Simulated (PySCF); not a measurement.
A geometry optimisation, step by step.

Compound: C9H13F.
SMILES with atom numbers: `[CH3:1]/[C:2]1=[CH:3]/[CH2:4][C@H:5]([F:6])/[CH:7]=[CH:8]\[CH2:9][CH2:10]1` (hydrogens: H11, H12, H13 on C1; H14 on C3; H15, H16 on C4; H17 on C5; H18 on C7; H19 on C8; H20, H21 on C9; H22, H23 on C10)

Computed by this run: PySCF, PBE0-D3(BJ)/def2-SVP geometry optimisation, gas phase; density fitting, grid level 1; the optimiser is geomeTRIC in internal coordinates, started from a GFN2-xTB structure with every atom displaced at random (about 0.01 Å). 3 of its 12 geometries are shown. The frame can shift and turn from step to step; on so coarse a grid that alone can change the energy by a few meV, and forces under 0.02 eV/Å are noise.

Step 0: E = -12238.2827 eV, largest atomic force 3.189 eV/Å
```
atom  x, y, z in Å  |  force x, y, z in eV/Å
C1      2.768   -0.164    0.523   -2.315   2.173  -0.295
C2      1.369   -0.211   -0.082    0.921   0.275   0.253
C3      0.718   -1.364   -0.232    1.173   0.066   0.276
C4     -0.612   -1.530   -0.780   -1.968   0.135   0.343
C5     -1.727   -1.076    0.215    0.260  -0.083   0.139
F6     -2.757   -1.994    0.232   -0.029  -0.040  -0.208
C7     -2.292    0.267   -0.119   -0.292  -0.133  -0.062
C8     -1.663    1.433    0.020   -0.125  -0.443   0.368
C9     -0.287    1.605    0.568   -0.021   0.173  -1.626
C10     0.778    1.119   -0.457   -0.245  -0.196  -0.291
H11     3.449    0.249   -0.202    0.711   0.229  -0.552
H12     2.756    0.536    1.382    0.142  -0.186  -0.053
H13     3.059   -1.108    0.833    0.921  -2.229   0.767
H14     1.207   -2.269    0.110    0.281  -0.344   0.160
H15    -0.768   -0.986   -1.710    0.035   0.233  -0.476
H16    -0.827   -2.573   -0.979   -0.061  -0.565  -0.136
H17    -1.313   -1.068    1.243    0.091  -0.014  -0.129
H18    -3.309    0.230   -0.524    0.025   0.022  -0.058
H19    -2.189    2.324   -0.278   -0.329   0.557  -0.231
H20    -0.146    2.660    0.782    0.222   0.404   0.273
H21    -0.182    1.035    1.467    0.208  -0.462   1.093
H22     1.588    1.841   -0.531    0.313   0.387   0.011
H23     0.330    1.067   -1.478    0.081   0.041   0.433
```

Step 6: E = -12238.5407 eV, largest atomic force 0.079 eV/Å
```
atom  x, y, z in Å  |  force x, y, z in eV/Å
C1      3.138   -0.466    0.435    0.006  -0.074  -0.016
C2      1.791   -0.513   -0.222   -0.029   0.013  -0.002
C3      1.128   -1.668   -0.390    0.054   0.010   0.016
C4     -0.246   -1.836   -0.969   -0.023   0.007   0.002
C5     -1.372   -1.417   -0.007    0.013   0.004  -0.025
F6     -2.434   -2.290   -0.165   -0.006  -0.011  -0.004
C7     -1.901   -0.030   -0.231    0.039  -0.015   0.012
C8     -1.265    1.132   -0.060   -0.040   0.043  -0.007
C9      0.156    1.350    0.384    0.010  -0.020   0.015
C10     1.216    0.826   -0.616    0.009   0.009  -0.002
H11     3.890   -0.023   -0.242   -0.010  -0.031   0.005
H12     3.116    0.179    1.330   -0.010  -0.008   0.016
H13     3.486   -1.466    0.738   -0.013   0.076  -0.017
H14     1.614   -2.582   -0.031   -0.002  -0.005   0.002
H15    -0.360   -1.292   -1.922    0.007   0.010   0.008
H16    -0.424   -2.900   -1.186    0.009   0.002   0.005
H17    -1.009   -1.534    1.031   -0.005  -0.003   0.010
H18    -2.936   -0.022   -0.589    0.002   0.002   0.007
H19    -1.836    2.037   -0.297    0.001  -0.007   0.008
H20     0.307    2.428    0.543   -0.003  -0.013   0.004
H21     0.326    0.870    1.366   -0.009   0.019  -0.029
H22     2.038    1.555   -0.685   -0.006  -0.003  -0.003
H23     0.765    0.774   -1.620    0.006  -0.002  -0.004
```

Step 11: E = -12238.5435 eV, largest atomic force 0.021 eV/Å
```
atom  x, y, z in Å  |  force x, y, z in eV/Å
C1      3.108   -0.456    0.483   -0.003  -0.020   0.006
C2      1.786   -0.512   -0.220   -0.009   0.009  -0.009
C3      1.129   -1.667   -0.395    0.007  -0.008  -0.002
C4     -0.226   -1.827   -1.016    0.015   0.007   0.009
C5     -1.369   -1.464   -0.057   -0.005  -0.003  -0.003
F6     -2.441   -2.302   -0.318    0.009   0.012  -0.002
C7     -1.883   -0.056   -0.161   -0.015   0.004   0.001
C8     -1.255    1.113    0.009    0.011  -0.014  -0.002
C9      0.187    1.389    0.340    0.002   0.007   0.000
C10     1.221    0.816   -0.655   -0.001   0.003   0.006
H11     3.884   -0.023   -0.171    0.000   0.000  -0.002
H12     3.052    0.194    1.373    0.001   0.007  -0.006
H13     3.446   -1.451    0.808   -0.003   0.002   0.002
H14     1.594   -2.581   -0.007    0.001  -0.001   0.003
H15    -0.326   -1.238   -1.942   -0.005  -0.002  -0.003
H16    -0.387   -2.881   -1.284    0.002   0.000  -0.001
H17    -1.042   -1.678    0.979   -0.002  -0.002   0.001
H18    -2.951   -0.031   -0.402   -0.004   0.000   0.002
H19    -1.882    2.003   -0.114    0.001  -0.002   0.002
H20     0.313    2.480    0.398    0.002   0.000  -0.002
H21     0.420    1.010    1.352   -0.001   0.000   0.000
H22     2.051    1.534   -0.757   -0.001   0.001  -0.001
H23     0.757    0.738   -1.651   -0.002   0.000   0.000
```

Problem. Summarise the path.

Solution. The energy falls by 0.2608 eV from step 0 to step 11; nine tenths of that is first reached at step 1. It falls at every step. The largest force goes from 3.189 to 0.021 eV/Å. Among the bonds C1–H13 changes most, from 1.036 to 1.099 Å; the atoms move by 0.192 Å rms after alignment.

Problem. Follow the three bonds and two angles with the largest change from start to end.

Solution. 
| step | E above end (eV) | largest force (eV/Å) | C1–H13 (Å) | C3–C4 (Å) | C9–H21 (Å) | C8–C9–C10 (°) | C5–C7–C8 (°) |
| --- | --- | --- | --- | --- | --- | --- | --- |
| 0 | 0.2608 | 3.189 | 1.036 | 1.448 | 1.070 | 110.7 | 125.8 |
| 1 | 0.0176 | 0.711 | 1.118 | 1.508 | 1.111 | 113.8 | 126.7 |
| 2 | 0.0075 | 0.200 | 1.103 | 1.503 | 1.105 | 113.6 | 127.1 |
| 3 | 0.0063 | 0.103 | 1.097 | 1.501 | 1.104 | 113.6 | 127.1 |
| 4 | 0.0053 | 0.111 | 1.096 | 1.500 | 1.104 | 113.7 | 127.3 |
| 5 | 0.0044 | 0.058 | 1.098 | 1.500 | 1.104 | 113.8 | 127.7 |
| 6 | 0.0029 | 0.079 | 1.101 | 1.500 | 1.106 | 114.0 | 128.1 |
| 7 | 0.0019 | 0.044 | 1.100 | 1.500 | 1.105 | 114.3 | 128.8 |
| 8 | 0.0014 | under 0.02 | 1.099 | 1.500 | 1.105 | 114.5 | 129.1 |
| 9 | 0.0008 | 0.026 | 1.098 | 1.500 | 1.105 | 115.0 | 129.5 |
| 10 | 0.0002 | 0.039 | 1.098 | 1.499 | 1.105 | 115.5 | 130.3 |
| 11 | 0.0000 | 0.021 | 1.099 | 1.499 | 1.106 | 115.5 | 130.5 |

What follows is the cost of the whole optimisation. The run took 4.0 min on an Intel Xeon Platinum 8488C with one thread (shared host), and the process peaked at 0.96 GiB of memory.
